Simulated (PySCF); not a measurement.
Worked example: chemical shift, span and skew from a shielding tensor

Fe(CO)5 (C5FeO5), SMILES [O+]#[C-]->[Fe](<-[C-]#[O+])(<-[C-]#[O+])(<-[C-]#[O+])<-[C-]#[O+], multiplicity 1. Atoms are numbered in the order given.

```xyz
11

Fe     0.0000     0.0000     0.0000
O      2.9313     0.0000     0.0000
C      1.7883     0.0000     0.0000
O      0.0000     0.0000     2.9371
C      0.0000     0.0000     1.7976
O      0.0000     0.0000    -2.9371
C      0.0000     0.0000    -1.7976
O     -1.4657    -2.5386     0.0000
C     -0.8942    -1.5487     0.0000
O     -1.4657     2.5386     0.0000
C     -0.8942     1.5487     0.0000
```

Coordinates come from a PBE0-D3(BJ)/def2-SVP optimisation. The spin state was assumed, not searched. The isomer is the one that the SMILES or the coordinates give; other isomers of the formula were not compared.

GIAO shieldings from B3LYP/pcSseg-1 in PySCF, non-relativistic, no solvent. The symmetric part of the tensor of C3 has the principal values -198.5, -198.0, 256.1 ppm. The same nucleus in TMS has σ = 181.3 ppm at this level (PySCF, at its B3LYP-D3(BJ)/def2-TZVP geometry).

Task: Work out the isotropic shielding, the ¹³C shift against TMS, the span and the skew.

Result: 
σ(iso) = (σ11 + σ22 + σ33)/3 = -46.8 ppm. δ = σ(ref) − σ(iso) = 181.3 − (-46.8) = 228.1 ppm.
Span Ω = σ33 − σ11 = 454.6 ppm. Skew κ = 3(σ(iso) − σ22)/Ω = 1.00, an axial tensor. Tumbling in solution averages the tensor to δ; in a static solid the shielding alone would spread this spin-1/2 line over Ω.
